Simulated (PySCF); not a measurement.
CH₇NOSi.
Atom-mapped SMILES: `[CH3:1][NH:2][SiH2:3][OH:4]` (hydrogens: H5, H6, H7 on C1; H8 on N2; H9, H10 on Si3; H11 on O4)

Computed with EOM-IP-CCSD/aug-cc-pVDZ in PySCF, restricted Hartree–Fock reference, 8 core orbitals frozen, non-relativistic, gas phase, PBE0-D3(BJ)/def2-SVP geometry.

Hartree–Fock orbital energies give these Koopmans values (eV): HOMO 10.33, HOMO-1 12.45, HOMO-2 13.13, HOMO-3 14.30, HOMO-4 14.69, HOMO-5 15.57, HOMO-6 16.18, HOMO-7 16.83.

Task: What vertical ionisation energies does EOM-IP-CCSD give?

Result: 
```csv
leading hole (HF orbital),Koopmans (eV),EOM-IP-CCSD (eV),change (eV),one-hole share
HOMO,10.33,9.11,-1.22,0.95
HOMO-1,12.45,11.36,-1.09,0.95
HOMO-2,13.13,12.01,-1.12,0.95
HOMO-3,14.30,13.12,-1.18,0.95
HOMO-4,14.69,13.29,-1.40,0.94
HOMO-5,15.57,14.30,-1.27,0.95
HOMO-6,16.18,15.00,-1.18,0.95
HOMO-7,16.83,15.53,-1.30,0.94
```

Task: Does the order of the lines follow the orbital energies?

Result: Yes, no two lines change places. The corrections run from -1.40 to -1.09 eV, with a mean of -1.22 eV over the 8 lines; no line lies above its Koopmans value. Koopmans values leave out both the relaxation of the orbitals and the change in correlation energy.

Task: At what kinetic energies would He I light (21.22 eV) eject these electrons?

Result: 12.11 eV (HOMO), 9.86 eV (HOMO-1), 9.21 eV (HOMO-2), 8.10 eV (HOMO-3), 7.93 eV (HOMO-4), 6.92 eV (HOMO-5), 6.22 eV (HOMO-6), 5.69 eV (HOMO-7).

Task: What total energy has the lowest final state, and which wavelength reaches it?

Result: E(CCSD) + ionisation energy = -460.95568 + 0.33467 = -460.62101 Eh, at the geometry of the initial state. The threshold wavelength is 1239.84 eV nm/9.11 eV = 136.1 nm.

One root was sought for each valence orbital with −ε under 21 eV, eight at most, so deeper holes and satellites are missing; no vibrational structure.

Shape of the structure used: `[CH3:1][NH:2][SiH2:3][OH:4]`: C1–N2–Si3–O4 88°, H–O4–Si3–N2 -66°.

One conformer stands for the species.
